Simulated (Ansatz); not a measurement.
Cl3Sn (SMILES [Cl][Sn-]([Cl])[Cl]), charge -1, singlet, at a GFN2-xTB geometry (such geometries of metal compounds can be far from the true shape) (all electrons, no relativity) (a gas-phase anion, which may not be bound at this level); PBE0/STO-3G (Ansatz, a first-principles code).

Ansatz was given this input:
Ansatz 0.2 input:
```yaml
crystal:
  periodic: [false, false, false]
  atoms:
    - {symbol: Sn, position_ang: [-0.00024598, 0.00560843, 0.57812327]}
    - {symbol: Cl, position_ang: [-1.94257826, -1.06785136, -0.55730815]}
    - {symbol: Cl, position_ang: [0.05159000, 2.20812614, -0.58824027]}
    - {symbol: Cl, position_ang: [1.89171173, -1.15677018, -0.55481414]}
basis:
  gaussian:
    orbitals: STO-3G
hamiltonian:
  xc: pbe0
total_charge: -1
```

What the program printed (banner, timings and long lists left out):

```
Functional definition: PBE0
641 factors; integrals over basis functions are off by at most 2.2e-5 eV
mean field evaluation 1: about -199468.9076 eV, gradient 1.3e1 eV
mean field evaluation 2: about -199469.6059 eV, gradient 1.0e1 eV
mean field evaluation 4: about -199470.2385 eV, gradient 2.0e-1 eV
mean field evaluation 8: about -199470.2453 eV, gradient 6.2e-4 eV
mean field -199470.24529767 eV, -7330.3963089012 hartree, gradient 1.7e-5 eV, S^2 0.000000; 0 other end points of the search recorded, 0 dependent functions left out
reference -199470.24531187 eV, -7330.3963094230 hartree; 51, 51 occupied and 3, 3 virtual orbitals, 641 factors
Total energy: -199470.24531187 eV, -7330.3963094230 hartree
```
